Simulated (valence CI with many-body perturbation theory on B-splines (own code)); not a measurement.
## E1 line list for I21+

Computed by valence CI with perturbative core correlation (CI+MBPT): four valence electrons over a frozen Dirac-Fock core [Ar] 3d10, radial functions for each j: 11 s, 11 p, 10 d, 8 f, 5 g, 2 h, with the one-electron correlation potential Σ1, the two-electron term Σ2, the three-electron term Σ3, Breit, model QED; selected CI, second order for the rest, scaled by the run's own slope (own B-spline code, finite nucleus).

No measured levels were compared; by estimate levels hold to about 250 cm⁻¹ or 0.2 % of their energy and the worst to 1 %, as in measured heavy ions of charge 2 to 7; those with d or f electrons hold less well. Among the levels kept, up to 460 cm⁻¹ of a level comes from second order outside the variational space, and about a tenth of that is noise between levels of different J, which matters for small intervals.

Lines 101 to 150 of 576 in falling wavelength, among levels below 254.30 eV, chosen from the strongest by gf and those to the six lowest levels. Wavelengths and rates use the calculated energies, so an error of 1000 cm⁻¹ moves a line at 18.11 nm by 0.18 % and its rate by three times that or more. Electric multipoles are in the length gauge, E1 and E2 with the static RPA response of the core. Weak lines are less certain than strong ones. Lines between different terms over intervals too small for the method are left out, as are lines whose strength nearly cancels. Where a level lies close to another of its J and parity, the split of strength between their lines is uncertain. The highest levels of a list are the least certain.

Levels are named by their leading jj configuration (3d3/2^4 stands for four electrons in 3d with j = 3/2), which in mixed levels can hold well under half, so a name can repeat and another be missing. Letters in brackets count levels of one name in rising energy.

| λ vac (nm) | Upper | Lower | A (s⁻¹) | S (a.u.) |
| --- | --- | --- | --- | --- |
| 18.11 | (4s 4p3/2^2 4d5/2) J=3 [b] | (4s^2 4p3/2 4d3/2) J=3 | 8.64e+09 | 1.77e-01 |
| 18.02 | (4p1/2 4p3/2^2 4d3/2) J=3 [a] | (4s 4p1/2 4p3/2 4d3/2) J=4 [a] | 5.64e+09 | 1.14e-01 |
| 17.97 | (4s 4p1/2 4p3/2 4d5/2) J=3 [e] | (4s^2 4p1/2 4d5/2) J=2 | 7.85e+09 | 1.57e-01 |
| 17.96 | (4s 4p3/2^2 4d5/2) J=1 [b] | (4s^2 4p3/2 4d5/2) J=1 | 1.71e+10 | 1.46e-01 |
| 17.96 | (4s 4p3/2^3) J=1 | (4s^2 4p3/2^2) J=0 | 1.61e+10 | 1.38e-01 |
| 17.91 | (4p1/2 4p3/2^2 4d5/2) J=4 [b] | (4s 4p1/2 4p3/2 4d5/2) J=3 [a] | 4.36e+09 | 1.11e-01 |
| 17.80 | (4p1/2 4p3/2^2 4d3/2) J=3 [b] | (4s 4p1/2 4p3/2 4d3/2) J=4 [b] | 6.68e+09 | 1.30e-01 |
| 17.79 | (4s^2 4p1/2 4f7/2) J=4 | (4s^2 4p3/2 4d5/2) J=3 | 6.03e+09 | 1.51e-01 |
| 17.79 | (4s 4p1/2 4p3/2 4d3/2) J=3 [b] | (4s 4p3/2^3) J=2 | 8.82e+09 | 1.72e-01 |
| 17.78 | (4s 4p1/2 4p3/2 4d5/2) J=1 [c] | (4s^2 4p1/2 4d5/2) J=2 | 2.46e+10 | 2.05e-01 |
| 17.74 | (4s 4p3/2^2 4d3/2) J=2 [b] | (4s^2 4p3/2 4d3/2) J=1 | 1.52e+10 | 2.10e-01 |
| 17.73 | (4s 4p3/2^2 4d3/2) J=2 [a] | (4s^2 4p1/2 4d5/2) J=2 | 1.31e+10 | 1.81e-01 |
| 17.71 | (4s 4p1/2 4p3/2^2) J=1 [a] | (4s^2 4p1/2 4p3/2) J=1 | 3.28e+10 | 2.70e-01 |
| 17.70 | (4s^2 4p1/2 4f5/2) J=3 | (4s^2 4p3/2 4d5/2) J=3 | 7.17e+09 | 1.37e-01 |
| 17.69 | (4s 4p3/2^2 4d5/2) J=3 [c] | (4s^2 4p3/2 4d3/2) J=3 | 2.62e+10 | 5.00e-01 |
| 17.65 | (4p1/2 4p3/2^2 4d5/2) J=3 [b] | (4s 4p1/2 4p3/2 4d5/2) J=4 [b] | 2.32e+10 | 4.41e-01 |
| 17.62 | (4s 4p3/2^2 4d3/2) J=1 [d] | (4s^2 4p3/2 4d3/2) J=1 | 1.91e+10 | 1.55e-01 |
| 17.57 | (4p1/2^2 4p3/2 4d5/2) J=4 | (4s 4p1/2^2 4d5/2) J=3 | 1.12e+10 | 2.71e-01 |
| 17.56 | (4p3/2^3 4d3/2) J=3 | (4s 4p3/2^2 4d3/2) J=4 | 7.31e+09 | 1.37e-01 |
| 17.56 | (4p1/2 4p3/2^2 4d3/2) J=2 [a] | (4s 4p1/2 4p3/2 4d3/2) J=3 [a] | 1.45e+10 | 1.93e-01 |
| 17.54 | (4s 4p1/2 4p3/2^2) J=2 [b] | (4s^2 4p1/2 4p3/2) J=1 | 4.72e+08 | 6.28e-03 |
| 17.53 | (4p1/2 4p3/2^2 4d5/2) J=3 [c] | (4s 4p1/2 4p3/2 4d5/2) J=4 [b] | 9.91e+09 | 1.84e-01 |
| 17.52 | (4s^2 4p1/2 4d3/2) J=1 | (4s^2 4p3/2^2) J=0 | 1.79e+09 | 1.43e-02 |
| 17.45 | (4s 4p3/2^2 4d5/2) J=2 [b] | (4s^2 4p3/2 4d5/2) J=2 | 1.21e+10 | 1.59e-01 |
| 17.43 | (4p1/2 4p3/2^3) J=2 | (4s 4p1/2 4p3/2^2) J=3 | 1.10e+10 | 1.44e-01 |
| 17.42 | (4p3/2^3 4d5/2) J=4 [a] | (4s 4p3/2^2 4d5/2) J=5 | 1.22e+10 | 2.86e-01 |
| 17.42 | (4p1/2 4p3/2^2 4d5/2) J=4 [b] | (4s 4p1/2 4p3/2 4d5/2) J=5 | 7.59e+09 | 1.78e-01 |
| 17.41 | (4p1/2^2 4p3/2 4d3/2) J=3 | (4s 4p1/2^2 4d3/2) J=2 | 1.01e+10 | 1.85e-01 |
| 17.35 | (4p1/2 4p3/2^2 4d3/2) J=3 [a] | (4s 4p1/2 4p3/2 4d3/2) J=3 [a] | 7.23e+09 | 1.30e-01 |
| 17.34 | (4s 4p3/2^2 4d3/2) J=1 [d] | (4s^2 4p3/2 4d3/2) J=0 | 2.77e+10 | 2.14e-01 |
| 17.30 | (4p1/2 4p3/2^2 4d5/2) J=5 | (4s 4p1/2 4p3/2 4d5/2) J=5 | 6.25e+09 | 1.76e-01 |
| 17.28 | (4p1/2 4p3/2^2 4d3/2) J=1 [a] | (4s 4p1/2 4p3/2 4d3/2) J=2 [a] | 2.46e+10 | 1.88e-01 |
| 17.26 | (4s 4p1/2 4p3/2 4d5/2) J=3 [e] | (4s^2 4p1/2 4d5/2) J=3 | 3.65e+10 | 6.49e-01 |
| 17.26 | (4s 4p3/2^2 4d3/2) J=1 [c] | (4s^2 4p3/2 4d3/2) J=2 | 3.81e+10 | 2.90e-01 |
| 17.25 | (4p1/2^2 4p3/2 4d5/2) J=1 | (4s 4p1/2^2 4d5/2) J=2 | 2.08e+10 | 1.58e-01 |
| 17.25 | (4p1/2 4p3/2^2 4d5/2) J=4 [a] | (4s 4p1/2 4p3/2 4d3/2) J=4 [a] | 8.32e+09 | 1.90e-01 |
| 17.20 | (4s 4p1/2 4p3/2 4d3/2) J=1 [c] | (4s^2 4p1/2 4d3/2) J=2 | 3.26e+10 | 2.46e-01 |
| 17.14 | (4s 4p3/2^2 4d5/2) J=4 [b] | (4s^2 4p3/2 4d5/2) J=4 | 5.01e+10 | 1.12e+00 |
| 17.13 | (4s 4p3/2^2 4d3/2) J=2 [b] | (4s^2 4p3/2 4d3/2) J=2 | 1.34e+10 | 1.67e-01 |
| 17.12 | (4s^2 4p1/2 4f7/2) J=3 | (4s^2 4p3/2 4d5/2) J=3 | 1.58e+10 | 2.74e-01 |
| 17.08 | (4s 4p3/2^2 4d5/2) J=2 [c] | (4s^2 4p3/2 4d5/2) J=1 | 2.16e+10 | 2.66e-01 |
| 17.06 | (4s^2 4p1/2 4d5/2) J=3 | (4s^2 4p3/2^2) J=2 | 3.76e+08 | 6.45e-03 |
| 17.05 | (4s 4p3/2^2 4d3/2) J=2 [c] | (4s^2 4p3/2 4d3/2) J=3 | 4.19e+10 | 5.12e-01 |
| 17.04 | (4p1/2 4p3/2^2 4d5/2) J=3 [c] | (4s 4p1/2 4p3/2 4d3/2) J=4 [b] | 8.98e+09 | 1.53e-01 |
| 17.02 | (4s 4p3/2^2 4d3/2) J=1 [d] | (4s^2 4p3/2 4d3/2) J=2 | 2.35e+10 | 1.72e-01 |
| 16.98 | (4p1/2 4p3/2^2 4d3/2) J=4 | (4s 4p1/2 4p3/2 4d5/2) J=4 [a] | 5.31e+09 | 1.15e-01 |
| 16.97 | (4s 4p1/2 4p3/2 4d5/2) J=2 [c] | (4s^2 4p1/2 4d5/2) J=3 | 6.56e+10 | 7.91e-01 |
| 16.94 | (4s 4p3/2^2 4d5/2) J=2 [b] | (4s^2 4p3/2 4d3/2) J=3 | 9.55e+09 | 1.14e-01 |
| 16.93 | (4p1/2^2 4p3/2^2) J=2 | (4s 4p1/2^2 4p3/2) J=2 | 7.89e+09 | 9.45e-02 |
| 16.92 | (4p1/2 4p3/2^2 4d5/2) J=3 [a] | (4s 4p1/2 4p3/2 4d5/2) J=4 [a] | 1.05e+10 | 1.76e-01 |
